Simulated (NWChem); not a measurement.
System: Si$_{2}$NH$_{5}$O; SMILES [SiH2]1N[SiH2]O1

Input file for NWChem:

```
start job
memory heap 200 mb stack 900 mb global 1100 mb
geometry units angstroms
  N      0.248332     0.897733    -0.760713
  Si    -1.065787     0.556416     0.331594
  O     -0.230033    -0.831615     0.704709
  Si     1.059809    -0.578027    -0.313281
  H      0.455648     1.646670    -1.394876
  H     -1.129571     1.431175     1.488956
  H     -2.320947     0.227436    -0.320405
  H      1.085476    -1.590588    -1.353867
  H      2.276852    -0.386849     0.455493
end
basis spherical
  * library def2-svp
end
dft
  xc xpbe96 cpbe96
  disp vdw 4
  iterations 150
end
driver
  maxiter 120
end
task dft optimize
task dft freq
```

Parts of the log:

```
             Northwest Computational Chemistry Package (NWChem) 7.3.0
             --------------------------------------------------------

 C2V symmetry detected

                             Geometry "geometry" -> ""
                             -------------------------

 Output coordinates in angstroms (scale by  1.889725989 to convert to a.u.)

  No.       Tag          Charge          X              Y              Z
 ---- ---------------- ---------- -------------- -------------- --------------
    1 N                    7.0000     0.00000000     0.00000000     1.18429861
    2 Si                  14.0000     1.24709493     0.00000000    -0.03278951
    3 O                    8.0000     0.00000000     0.00000000    -1.13236693
    4 Si                  14.0000    -1.24709493     0.00000000    -0.03278951
    5 H                    1.0000     0.00000000     0.00000000     2.18731860
    6 H                    1.0000     1.99856034     1.23916804    -0.12509175
    7 H                    1.0000     1.99856034    -1.23916804    -0.12509175
    8 H                    1.0000    -1.99856034    -1.23916804    -0.12509175
    9 H                    1.0000    -1.99856034     1.23916804    -0.12509175

 Effective nuclear repulsion energy (a.u.)     238.5945821913

      Symmetry information
      --------------------

 Group name             C2v
 Group number             16
 Group order               4
 No. of unique centers     5

                                Z-matrix (autoz)
                                --------

 Units are Angstrom for bonds and degrees for angles

[...]

      ----------------------
      Optimization converged
      ----------------------

  Step       Energy      Delta E   Gmax     Grms     Xrms     Xmax
  ---- ---------------- -------- -------- -------- -------- --------
@    6    -711.33084048 -4.0D-07  0.00007  0.00002  0.00041  0.00125
                                     ok       ok       ok       ok

                                Z-matrix (autoz)
                                --------

 Units are Angstrom for bonds and degrees for angles

[...]

 Rotational Constants
 --------------------
 A=   0.306803 cm-1  (  0.441411 K)
 B=   0.152013 cm-1  (  0.218707 K)
 C=   0.109608 cm-1  (  0.157697 K)

 Temperature                      =   298.15K
 frequency scaling parameter      =   1.0000

 Zero-Point correction to Energy  =   33.547 kcal/mol  (  0.053461 au)
 Thermal correction to Energy     =   36.863 kcal/mol  (  0.058745 au)
 Thermal correction to Enthalpy   =   37.455 kcal/mol  (  0.059689 au)

 Total Entropy                    =   71.037 cal/mol-K
   - Translational                =   39.419 cal/mol-K (mol. weight =  90.9910)
   - Rotational                   =   23.872 cal/mol-K (symmetry #  =        2)
   - Vibrational                  =    7.747 cal/mol-K

 Cv (constant volume heat capacity) =   19.865 cal/mol-K
   - Translational                  =    2.979 cal/mol-K
   - Rotational                     =    2.979 cal/mol-K
   - Vibrational                    =   13.906 cal/mol-K

[normal modes left out]

 ----------------------------------------------------------------------------
 Normal Eigenvalue ||           Projected Infra Red Intensities
  Mode   [cm**-1]  || [atomic units] [(debye/angs)**2] [(KM/mol)] [arbitrary]
 ------ ---------- || -------------- ----------------- ---------- -----------
    1       -0.000 ||    0.000132           0.003         0.129       0.017
    2       -0.000 ||    0.000453           0.010         0.441       0.060
    3       -0.000 ||    0.000741           0.017         0.722       0.098
    4        0.000 ||    0.002706           0.062         2.638       0.358
    5        0.000 ||    0.000944           0.022         0.920       0.125
    6        0.000 ||    0.000046           0.001         0.045       0.006
    7      171.407 ||    0.022415           0.517        21.851       2.965
    8      309.667 ||    0.077734           1.793        75.779      10.284
    9      522.615 ||    0.002681           0.062         2.613       0.355
   10      551.203 ||    0.007443           0.172         7.256       0.985
   11      571.092 ||    0.000000           0.000         0.000       0.000
   12      653.257 ||    0.000009           0.000         0.008       0.001
   13      660.374 ||    0.000000           0.000         0.000       0.000
   14      682.960 ||    0.126531           2.919       123.349      16.740
   15      707.799 ||    0.000632           0.015         0.617       0.084
   16      782.776 ||    0.100854           2.327        98.318      13.343
   17      835.624 ||    0.145765           3.363       142.099      19.284
   18      854.429 ||    0.009486           0.219         9.248       1.255
   19      966.645 ||    0.088338           2.038        86.116      11.687
   20      971.346 ||    0.341680           7.883       333.086      45.203
   21      994.644 ||    0.385957           8.904       376.250      51.061
   22     1005.293 ||    0.011429           0.264        11.141       1.512
   23     2158.147 ||    0.303853           7.010       296.211      40.199
   24     2159.310 ||    0.000000           0.000         0.000       0.000
   25     2161.945 ||    0.370003           8.536       360.697      48.950
   26     2171.398 ||    0.003010           0.069         2.934       0.398
   27     3585.742 ||    0.038026           0.877        37.069       5.031
 ----------------------------------------------------------------------------
```

Level: PBE-D3(BJ)/def2-SVP.
